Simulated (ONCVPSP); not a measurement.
## Al (Z = 13): excitation energies, all-electron against ONCV

- Element: aluminium (Al)
- Generator: ONCVPSP 4.0.1
- Type: optimised norm-conserving Vanderbilt (ONCV)
- Functional: PBE
- Relativity: scalar-relativistic
- Frozen core: [Ne]
- Valence charge: 3
- Reference configuration: 3s2 3p1
- Partial waves: 3s: rc 1.75 bohr, ncon 3, nbas 8, qcut 3.6 1/bohr, 2 projectors, debl 2.6 Ha; 3p: rc 2.15 bohr, ncon 5, nbas 8, qcut 4.1 1/bohr, 2 projectors, debl 2 Ha; d scattering state at 0.21 Ha: rc 1.80 bohr, ncon 4, nbas 7, qcut 5 1/bohr, 2 projectors, debl 2.7 Ha
- Local potential: polynomial inside 1.70 bohr (lpopt 5, dvloc0 -1 Ha)
- Core correction: none

Energies are relative to the spin-unpolarised reference configuration 3s2 3p1; without spin polarisation the order of configurations can differ from experiment.

```
valence configuration  charge  ΔE all-electron (eV)  error AE − PS (meV)
              3s1 3p0      +2                24.987                  +17
            3s2 3p0.5    +0.5                 2.086                 -0.7
```

Task: What are ΔE and the potential's error for 3s0 3p3?

Result: ΔE = 10.451 eV all-electron; the error (AE − PS) is +28 meV.

Task: What are ΔE and the potential's error for 3s2 3p0?

Result: ΔE = 5.761 eV all-electron; the error (AE − PS) is -3.8 meV.

Levels in the configuration 3s2 3p0.5:

```csv
level,all-electron (eV),pseudo (eV)
3s,-11.094,-11.096
3p,-5.701,-5.704
```

Note: no bound ghost flagged; GHOST(+) flagged for s at 126.2 eV.
